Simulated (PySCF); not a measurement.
HIOZn, SMILES [I][Zn][OH]. Heavy atoms are numbered as in [Zn:1]([I:2])[OH:3]. Hydrogens are named by the atom that carries them.

Geometry: B3LYP-D3(BJ)/def2-TZVP. The def2 effective core potentials stand for the cores of I; spin–orbit coupling is left out. The values are those of a single conformer.

Level of theory: r2SCAN/def2-TZVPD run with PySCF.

Mulliken values depend strongly on the basis, most of all with diffuse functions as here. ESP charges are fitted to the potential on shells at 1.4 to 2.0 van der Waals radii. Atomic charges (e), one atom of each kind:

| atom | Mulliken | ESP fit |
|---|---|---|
| Zn1 | 0.26 | (withheld) |
| I2 | -0.02 | (withheld) |
| O3 (OH) | -0.55 | (withheld) |
| H on O3 | 0.31 | (withheld) |

Q: Complete the blanks. (An estimate is asked for; the answer gives what the named calculation found.)

A: 
- Zn1, ESP fit: 0.61
- I2, ESP fit: -0.26
- O3 (OH), ESP fit: -0.66
- H on O3, ESP fit: 0.31
